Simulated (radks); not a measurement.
All-electron atom: Bi66+ in [Ne] 3s2 3p5.

Method: scalar-relativistic Kohn-Sham, r2SCAN, spin-polarised, spherical densities, finite nucleus; open shells are filled with parallel spins first (spin-orbit coupling, left out, can overturn this in heavy ions); meta-GGA in the generalised Kohn-Sham scheme; Fermi nuclear charge, rms radius 5.5211 fm; computed with a radial shooting solver on a logarithmic mesh with Libxc functionals.

Energy parts (Ry):
total: -32980.1373
kinetic: 38535.3153
electron-nucleus: -74303.8318
Hartree: 3185.7196
exchange-correlation: -397.3404

Orbitals (lengths in bohr, moments of r in powers of bohr; <r^-3> diverges for s and p1/2; r(90%) holds 90 % of the orbital's charge):
| orbital | occ. | eigenvalue (Ry) | r(90%) | <r^-3> |
|---|---|---|---|---|
| 1s up | 1 | -7068.639 | 0.0290 | - |
| 1s down | 1 | -7068.154 | 0.0290 | - |
| 2s up | 1 | -1587.635 | 0.102 | - |
| 2s down | 1 | -1587.485 | 0.102 | - |
| 2p up | 3 | -1416.341 | 0.0974 | 31670 |
| 2p down | 3 | -1415.988 | 0.0974 | 31650 |
| 3s up | 1 | -627.4745 | 0.234 | - |
| 3s down | 1 | -626.3842 | 0.234 | - |
| 3p up | 3 | -577.2042 | 0.237 | 8716 |
| 3p down | 2 | -576.1047 | 0.237 | 8711 |

The highest occupied level is 3p down at -7838.3 eV. The electron density at the nucleus is 3.206e+06 e/bohr^3 (large components only).
